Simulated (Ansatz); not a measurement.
`[SiH3][GeH3]` + `C[SiH2]O` → `C[SiH2][O][GeH3]` + SiH₄ at 298.15 K and 1 bar (cleavage of the Ge–Si bond).

Program: Ansatz. Geometries: PBE0-D4/def2-TZVP. ΔE: electronic, gas phase. CCSD(T)/CBS adds triple-zeta CCSD(T) − MP2 to the extrapolated MP2 energy (def2 sets, frozen cores). This one scheme is used for every species. For Ge outer-core shells are correlated without core-valence functions, which leaves a few kJ/mol of doubt a bond. Scalar relativity is left out up to krypton. One conformer a species, not always the lowest.

| species | CCSD(T)/CBS energy (Eh) | H − E (kJ/mol) | S (J/(mol·K)) |
| --- | --- | --- | --- |
| `[SiH3][GeH3]` | -2368.78170 | 140.9 | 292.8 |
| `C[SiH2]O` | -405.96945 | 193.7 | 296.5 |
| `C[SiH2][O][GeH3]` | -2483.29571 | 237.6 | 381.1 |
| SiH₄ | -291.46306 | 92.1 | 204.8 |

H − E and S are ideal-gas, rigid-rotor, harmonic terms from PBE0-D4/def2-TZVP, for one conformer and one mirror image of each species. 1 Eh = 2625.50 kJ/mol, R = 8.31446 J/(mol·K).

Question: By hand: ΔE, ΔH, ΔS and ΔG.

Answer: ΔE = (-2483.29571) + (-291.46306) − (-2368.78170) − (-405.96945) = -0.00762 Eh = -20.0 kJ/mol. Δ(H − E) = 237.6 + 92.1 − 140.9 − 193.7 = -4.9, so ΔH = -24.9 kJ/mol. ΔS = 381.1 + 204.8 − 292.8 − 296.5 = -3.4 J/(mol·K). ΔG = -24.9 − 298.15 × (-3.4)/1000 = -23.9 kJ/mol.

Question: By hand: the equilibrium constant, and the temperature at which ΔG would vanish if ΔH and ΔS stayed fixed.

Answer: log₁₀ K = −ΔG/(RT ln 10) = 4.2. ΔG = 0 at ΔH/ΔS = 7324 K, far beyond where these terms or the molecules hold.

The number of gas molecules stays the same, so ΔS is small and ΔH decides. A doubt of 5 kJ/mol in ΔE shifts log₁₀ K by 0.9 here. Other conformers and mirror images would add mixing entropy, several J/(mol·K) or more a flexible species. Modes under 60 cm⁻¹, often nearly free rotors, make the harmonic entropy too high. These are equilibria of isolated gas molecules and say nothing of rates. Largest T1 diagnostic: 0.012 (customary marks: 0.02 for closed shells, 0.045 for open ones).
